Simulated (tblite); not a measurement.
C4H11ClSi3.
Numbering: `[Cl:1][CH2:2][SiH2:3][Si@@H:4]1[CH:5]=[CH:6][SiH2:7][CH2:8]1` (hydrogens: H9, H10 on C2; H11, H12 on Si3; H13 on Si4; H14 on C5; H15 on C6; H16, H17 on Si7; H18, H19 on C8)

Computed with GFN2-xTB (tblite), gas phase: L-BFGS steps from a force-field or distance-geometry start until the largest atomic force falls under 0.01 eV/Å.

Geometry at step 0:
```
atom  x, y, z in Å
Cl1    -1.8072   -0.7243    2.2529
C2     -2.4095   -0.7216    0.5667
Si3    -2.0241    0.8766   -0.2303
Si4     0.2126    1.0390   -0.7499
C5      0.7596   -0.4991   -1.6440
C6      1.6357   -1.2610   -0.9888
Si7     2.1320   -0.6269    0.6903
C8      1.2884    1.0646    0.8224
H9     -3.4771   -0.9118    0.6199
H10    -1.9488   -1.5763    0.0674
H11    -2.4587    2.0370    0.6006
H12    -2.8017    0.9687   -1.5071
H13     0.4897    2.2356   -1.5572
H14     0.3874   -0.7108   -2.6462
H15     2.0706   -2.1699   -1.3581
H16     1.6148   -1.5474    1.7494
H17     3.6051   -0.4846    0.7953
H18     0.7008    1.1539    1.7385
H19     2.0207    1.8676    0.7707
```

Problem. What forces act on the atoms?

Solution. 
```csv
atom,Fx (eV/Å),Fy (eV/Å),Fz (eV/Å)
Cl1,0.024,-0.015,-0.050
C2,-0.512,-1.605,0.734
Si3,0.279,2.307,-1.178
Si4,-0.562,0.800,0.279
C5,0.279,-0.271,-0.449
C6,-0.121,0.253,-0.090
Si7,0.615,-0.388,1.230
C8,-0.028,-0.222,-0.309
H9,-0.114,-0.106,0.103
H10,-0.009,0.060,0.076
H11,-0.045,-0.475,-0.149
H12,0.033,-0.126,0.430
H13,0.039,0.038,-0.127
H14,0.144,-0.201,0.181
H15,-0.086,-0.261,-0.343
H16,0.200,0.230,-0.305
H17,-0.229,-0.108,-0.017
H18,0.222,0.120,-0.222
H19,-0.128,-0.030,0.206
```

The largest, 2.61 eV/Å, acts on Si3; the rms over all components is 0.514 eV/Å. The forces sum to zero within rounding, as they must for an isolated molecule in no field.

Problem. Give the force on Si3 in Eh/bohr and in nN.

Solution. 2.605 eV/Å ÷ 51.422 = 0.05067 Eh/bohr, and 2.605 eV/Å × 1.602 = 4.17 nN.

Problem. How far is this geometry from the end of the optimisation?

Solution. 0.285 eV above it, and 0.118 Å rms away after alignment. The bonds farthest from their final lengths, with half the difference of the two atoms' forces along the bond (positive lengthens):

```
   bond  now (Å)  final (Å)  force along bond (eV/Å)
 C2–Si3    1.827      1.919                    +2.21
 Si4–C5    1.861      1.893                    +0.74
Si7–H16    1.495      1.466                    -0.66
Si3–H12    1.498      1.472                    -0.70
Si3–H11    1.492      1.468                    -0.75
 C6–Si7    1.862      1.886                    +0.58
```

The angle farthest from its final value is Si4–Si3–H12, 107.9° against 114.9°.

Of the 6 listed bonds off by 0.010 Å or more, this force points towards the final length in 6.

The cost below is that of the whole relaxation. Time: 0.74 s. Hardware: Arm Neoverse V1, one thread, shared host with 32 logical CPUs at a one-minute load of 21.
